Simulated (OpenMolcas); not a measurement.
**Lines of Ag+: computed and rescaled rates**

```yaml
Program: OpenMolcas
Method: CASSCF
Basis: ANO-RCC-VTZP [7s6p4d2f1g]
Scalar_Hamiltonian: DKH2, point nucleus
Active_space: 10 electrons in 6 orbitals (4d 5s)
State_averaging: 2S+1 = 1 even, 6 roots; 2S+1 = 3 even, 5 roots kept (CI in the orbitals of an earlier block)
Spin-orbit_coupling: RASSI with atomic mean-field integrals over the reference wave functions, term energies averaged over their components
```

Rates come from the transition moments of the reference wave functions (E1 and E2 in the length form). At fixed line strength A goes as λ^-3 for E1 and M1 and as λ^-5 for E2, so a rate at the computed wavelength can be rescaled to the measured one. Measured vacuum wavelengths follow from level energies in NIST Handbook of Basic Atomic Spectroscopic Data. Branching counts decays inside the model space alone, at computed energies, and the table is only a selection of the E2 and M1 lines, drawn from those between levels with measured partners whose computed energy lies within a factor of 1.5 of the measured one.

```json
{"Upper": "4d9 5s 1D2", "Lower": "4d10 1S0", "Type": "E2", "λ computed (nm)": "281.7", "λ measured (nm)": "217.2", "A computed (s-1)": "1.55e+01", "A rescaled (s-1)": "5.69e+01", "Branching %": "89.4"}
{"Upper": "4d9 5s 1D2", "Lower": "4d9 5s 3D3", "Type": "M1", "λ computed (nm)": "1377", "λ measured (nm)": "1453", "A computed (s-1)": "1.63e+00", "A rescaled (s-1)": "", "Branching %": "9.4"}
{"Upper": "4d9 5s 3D2", "Lower": "4d10 1S0", "Type": "E2", "λ computed (nm)": "334.7", "λ measured (nm)": "245.4", "A computed (s-1)": "1.33e+00", "A rescaled (s-1)": "", "Branching %": "93.5"}
{"Upper": "4d9 5s 3D1", "Lower": "4d9 5s 3D2", "Type": "M1", "λ computed (nm)": "3745", "λ measured (nm)": "3336", "A computed (s-1)": "6.43e-01", "A rescaled (s-1)": "9.10e-01", "Branching %": "100.0"}
{"Upper": "4d9 5s 1D2", "Lower": "4d9 5s 3D2", "Type": "M1", "λ computed (nm)": "1778", "λ measured (nm)": "1885", "A computed (s-1)": "1.13e-01", "A rescaled (s-1)": "", "Branching %": "0.6"}
{"Upper": "4d9 5s 1D2", "Lower": "4d9 5s 3D1", "Type": "M1", "λ computed (nm)": "3383", "λ measured (nm)": "4336", "A computed (s-1)": "1.06e-01", "A rescaled (s-1)": "", "Branching %": "0.6"}
{"Upper": "4d9 5s 3D2", "Lower": "4d9 5s 3D3", "Type": "M1", "λ computed (nm)": "6118", "λ measured (nm)": "6340", "A computed (s-1)": "9.18e-02", "A rescaled (s-1)": "8.25e-02", "Branching %": "6.5"}
```

Spin-changing lines and M1 lines between different terms are not rescaled, since their strength hangs on the term gaps too.

The largest correction is for 4d9 5s 1D2 → 4d10 1S0 (E2): 1.55e+01 × (281.7 / 217.2)^5 = 5.69e+01 s-1, a factor of 3.67.

These are rates of the free ion; in crystals, glasses and complexes forced electric-dipole and non-radiative decay shorten such lifetimes by orders of magnitude. No measured rate stands beside these. Rescaling mends the energy factor alone: line strengths can still be far off where a level mixes with configurations outside the active space, and weak or spin-changing lines hang on small mixing coefficients that depend on the term gaps too, so rescaling need not improve them.

Without dynamic correlation excited terms often stand tens of per cent too high (terms of higher spin than the ground term too low), and those without a measured partner can miss by more than the paired ones. Terms from blocks run as CI alone lack orbitals of their own. A single d shell beside an s shell can misplace configurations of different d count against each other. Measured partners are found by configuration, term and J. A level has none where our copy of the source lacks it or the pairing is in doubt (some pairs that miss far off the trend of their configuration count as doubtful). Only configurations of the active space appear.
